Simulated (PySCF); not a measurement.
BaCl₂, charge -1, doublet, at a GFN2-xTB geometry (such geometries of metal compounds can be far from the true shape) (a state made from the parent by changing its charge; the spin is typed, not shown lowest) (core potentials on Ba); DF-HF/def2-TZVP (PySCF).

The PySCF input:
```python
from pyscf import gto, scf

mol = gto.Mole()
mol.atom = '''
    Ba    0.003386    0.004122    0.004676
    Cl    1.854846    0.443651   -1.752226
    Cl   -1.866002   -0.457230    1.736823
'''
mol.basis = 'def2-tzvp'
mol.ecp = {'Ba': 'def2-tzvp'}
mol.charge = -1
mol.spin = 1
mol.verbose = 4
mol.build()

mf = scf.UHF(mol)
mf = mf.density_fit(auxbasis='def2-universal-jkfit')
mf.kernel()
```

What the program printed (banner, timings and long lists left out):

```
PySCF version 2.14.0

[INPUT] verbose = 4
[INPUT] num. atoms = 3
[INPUT] num. electrons = 45
[INPUT] charge = -1
[INPUT] spin (= nelec alpha-beta = 2S) = 1
[INPUT] symmetry False subgroup None
[INPUT] Mole.unit = angstrom
[INPUT] Symbol           X                Y                Z      unit          X                Y                Z       unit  Magmom
[INPUT]  1 Ba     0.003386000000   0.004122000000   0.004676000000 AA    0.006398612658   0.007789451085   0.008836359358 Bohr   0.0
[INPUT]  2 Cl     1.854846000000   0.443651000000  -1.752226000000 AA    3.505150943245   0.838378884889  -3.311227248342 Bohr   0.0
[INPUT]  3 Cl    -1.866002000000  -0.457230000000   1.736823000000 AA   -3.526232727891  -0.864039475935   3.282119796845 Bohr   0.0

nuclear repulsion = 98.9939174424022
number of shells = 40
number of NR pGTOs = 186
number of NR cGTOs = 114
basis = def2-tzvp
ecp = {'Ba': 'def2-tzvp'}

******** <class 'pyscf.df.df_jk.DFUHF'> ********
method = DFUHF
initial guess = minao
damping factor = 0
level_shift factor = 0
DIIS = <class 'pyscf.scf.diis.CDIIS'>
diis_start_cycle = 1
diis_space = 8
diis_damp = 0
SCF conv_tol = 1e-09
SCF conv_tol_grad = None
SCF max_cycles = 50
direct_scf = False
number electrons alpha = 23  beta = 22
Set gradient conv threshold to 3.16228e-05
******** <class 'pyscf.df.df.DF'> ********
auxbasis = def2-universal-jkfit
init E= -938.895110921433

cycle= 1 E= -944.235335777961  delta_E= -5.34  |g|= 0.384  |ddm|= 4.71
cycle= 2 E= -944.306505553162  delta_E= -0.0712  |g|= 0.137  |ddm|= 1.16
cycle= 3 E= -944.314340856088  delta_E= -0.00784  |g|= 0.0198  |ddm|= 0.243
cycle= 4 E= -944.315085626283  delta_E= -0.000745  |g|= 0.00699  |ddm|= 0.199
cycle= 5 E= -944.315333723703  delta_E= -0.000248  |g|= 0.00278  |ddm|= 0.165
cycle= 6 E= -944.31537739518  delta_E= -4.37e-05  |g|= 0.000981  |ddm|= 0.0835
cycle= 7 E= -944.315383124754  delta_E= -5.73e-06  |g|= 0.000335  |ddm|= 0.0344
cycle= 8 E= -944.315383677468  delta_E= -5.53e-07  |g|= 0.000102  |ddm|= 0.00946
cycle= 9 E= -944.315383772589  delta_E= -9.51e-08  |g|= 6.22e-05  |ddm|= 0.00184
cycle= 10 E= -944.315383844714  delta_E= -7.21e-08  |g|= 3.46e-05  |ddm|= 0.00147
cycle= 11 E= -944.315383867858  delta_E= -2.31e-08  |g|= 1.1e-05  |ddm|= 0.00108
cycle= 12 E= -944.315383869193  delta_E= -1.34e-09  |g|= 5.9e-06  |ddm|= 0.000242
cycle= 13 E= -944.315383869492  delta_E= -2.99e-10  |g|= 1.12e-06  |ddm|= 0.000153
Extra cycle  E= -944.315383869497  delta_E= -5.46e-12  |g|= 5.34e-07  |ddm|= 8.42e-06
converged SCF energy = -944.315383869497  <S^2> = 0.75123587  2S+1 = 2.0012355
```
